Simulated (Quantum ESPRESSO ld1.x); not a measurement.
The numbers below are computed, except where a source is named.
One sound ld1.x (Quantum ESPRESSO 7.5) input for the zirconium ion Zr3+ gives E = -3535.1356 hartree in 24 iterations:

```
 &input
    zed=40.0,
    iswitch=1,
    rel=0,
    dft='PW',
    config='[Kr] 4d1',
    prefix='ld1',
    max_out_wfc=37,
    file_charge='ld1.rho',
 /
```

Changed or added lines, one case at a time, and what came of them:

- config='[Kr] 4d1 8s1': refused. The program stops in el_config with "wrong main quantum number": the config string takes n from 1 to 7 alone.
- lsd=2: refused. The program stops in ld1_readin with "lsd not correct": lsd takes 0 or 1.
- config='[Kr] 4d1 2d1': refused. The program stops in el_config with "main/angular quantum number mismatch": l must be smaller than n.
- config='[Kr] 4d1 5g1': refused. The program stops in el_config with "l not found:G": the config string knows s, p, d and f alone.
- beta=1.0: harmless. The Broyden-type mixing copes: 10 iterations against 24, same energy.
- config='[Kr] 4d1 5d-1': harmless. A negative occupation marks a state as unused; the result equals that of the sound run.
- config='[Kr] 4d1 5p3': ran as typed. The string holds 40 electrons for Z = 40, so the species has charge 0 and is not the one meant. The run is valid for that other species.
